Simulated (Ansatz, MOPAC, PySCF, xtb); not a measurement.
The same groups moved round the core (thiophene silyl). Gas-phase values, no solvent. Strings in code marks are SMILES.

Quantity: electronic energy of isomers of C4H6SSi relative to `[SiH3]c1cccs1`, in kcal/mol. The restricted reference of `[SiH3]c1cccs1` and `[SiH3]c1ccsc1` is unstable towards unrestricted orbitals. Semi-empirical values (MOPAC) are differences of heats of formation.

Level 1: frozen-core CCSD(T)/cc-pVTZ // PBE0-D3(BJ)/def2-TZVP (Ansatz, a first-principles code)
Level 2: PBE-D3(BJ)/def2-TZVP // PBE0-D3(BJ)/def2-TZVP (PySCF)
Level 3: GFN2-xTB (xtb)
Level 4: PM7 // PBE0-D3(BJ)/def2-TZVP (MOPAC)

```
species          level 1  level 2  level 3  level 4
---------------  -------  -------  -------  -------
`[SiH3]c1ccsc1`     1.21     1.29    -0.12     4.81
```
